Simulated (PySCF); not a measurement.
# UHF on Si²⁺ (silicon, charge +2)

Configuration: [Ne] 3s2, closed-shell 1S. Calculation: PySCF 2.14, in dyall-av2z (13s9p2d, 50 functions); the non-relativistic Hamiltonian (point nucleus).

* Total energy: -287.989505 hartree
* One-electron energy: -390.2422 hartree
* Hartree (Coulomb) energy: 122.0313 hartree
* Exchange energy: -19.7787 hartree
* Kinetic energy: 287.98350 hartree
* ⟨S²⟩: 0.0000
* ⟨L²⟩: 0.000
* Sum of ⟨r⟩: 8.528 bohr
* Sum of ⟨r²⟩: 11.96 bohr²
* Density at the nucleus (Gaussians lack the cusp): 1730 bohr⁻³
* Langevin diamagnetic susceptibility: -9.48 ×10⁻⁶ cm³/mol

```tsv
shell	electrons	mean orbital energy (hartree)	rms radius, mean of both spins (bohr)
1s	2	-69.62165	0.129
2s	2	-6.94547	0.613
2p	6	-5.03985	0.599
3s	2	-1.18175	2.12
```
